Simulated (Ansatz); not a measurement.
Al₉Sb₈Cl₃⁻. Total charge -1; doublet. Geometry PBE-D4/def2-SVP, that of the neutral singlet; atoms count from 1.

```tsv
atom	x (Å)	y (Å)	z (Å)
Sb1	-0.903	3.195	3.859
Sb2	-1.079	3.284	0.707
Sb3	2.163	-3.792	-0.942
Sb4	1.082	0.181	-2.223
Sb5	0.227	-0.976	2.286
Sb6	-4.238	-0.114	1.755
Sb7	-2.479	-2.755	-1.487
Sb8	-2.750	2.168	-2.586
Al9	0.749	1.705	2.476
Al10	1.852	-1.300	0.225
Al11	-0.272	0.787	0.018
Al12	-2.339	1.443	2.619
Al13	-3.033	1.413	-0.121
Al14	3.218	-1.631	-2.066
Al15	0.104	-2.409	-1.785
Al16	-1.838	-0.213	-2.095
Al17	-1.998	-1.155	0.631
Cl18	2.854	2.070	2.336
Cl19	4.031	-0.573	-0.007
Cl20	4.650	-1.328	-3.599
```

In the def2 sets Sb takes a core potential; there is no spin–orbit coupling. Single mean-field runs in def2-SVP are fitted with def2-universal-jkfit.

Q: Estimate the Mulliken populations from the PBE0/def2-SVP orbitals of Ansatz.

A: 
| atom | charge (e) | spin (α − β) |
| --- | --- | --- |
| Sb1 | -0.18 | 0.00 |
| Sb2 | 0.02 | 0.01 |
| Sb3 | -0.21 | 0.14 |
| Sb4 | -0.13 | -0.01 |
| Sb5 | -0.07 | -0.03 |
| Sb6 | -0.10 | -0.03 |
| Sb7 | -0.13 | -0.01 |
| Sb8 | -0.23 | 0.03 |
| Al9 | 0.41 | 0.05 |
| Al10 | 0.25 | 0.03 |
| Al11 | -0.58 | 0.17 |
| Al12 | 0.15 | 0.31 |
| Al13 | -0.02 | 0.04 |
| Al14 | 0.50 | 0.04 |
| Al15 | 0.15 | 0.11 |
| Al16 | 0.08 | 0.02 |
| Al17 | -0.01 | 0.10 |
| Cl18 | -0.30 | 0.01 |
| Cl19 | -0.29 | 0.00 |
| Cl20 | -0.31 | 0.00 |
Mulliken values depend strongly on the basis.

Q: Where does the spin sit?

A: Summed by element: Sb 0.11, Al 0.87, Cl 0.01, of 1 unpaired in all. Largest on single atoms: Al12 0.31, Al11 0.17, Sb3 0.14.

Q: And the Mayer bond orders between heavy atoms (over 0.3)?

A: Sb1–Sb2 0.59 (3.16 Å); Sb1–Al9 0.92 (2.62 Å); Sb1–Al12 0.97 (2.58 Å); Sb2–Al11 0.67 (2.71 Å); Sb2–Al12 0.43 (2.94 Å); Sb2–Al13 0.50 (2.83 Å); Sb3–Al10 0.72 (2.77 Å); Sb3–Al14 0.82 (2.65 Å); Sb3–Al15 0.89 (2.62 Å); Sb4–Al10 0.45 (2.96 Å); Sb4–Al11 0.63 (2.69 Å); Sb4–Al14 0.49 (2.81 Å); Sb4–Al15 0.60 (2.80 Å); Sb4–Al16 0.30 (2.95 Å); Sb5–Al9 0.57 (2.74 Å); Sb5–Al10 0.81 (2.64 Å); Sb5–Al11 0.49 (2.92 Å); Sb5–Al17 0.58 (2.78 Å); Sb6–Al12 0.93 (2.60 Å); Sb6–Al13 0.81 (2.70 Å); Sb6–Al17 0.80 (2.71 Å); Sb7–Al15 0.96 (2.62 Å); Sb7–Al16 0.80 (2.69 Å); Sb7–Al17 0.78 (2.70 Å); Sb8–Al13 1.02 (2.59 Å); Sb8–Al16 1.07 (2.60 Å); Al9–Cl18 1.05 (2.14 Å); Al10–Cl19 0.62 (2.31 Å); Al11–Al17 0.39 (2.67 Å); Al14–Cl19 0.43 (2.45 Å); Al14–Cl20 1.10 (2.12 Å).
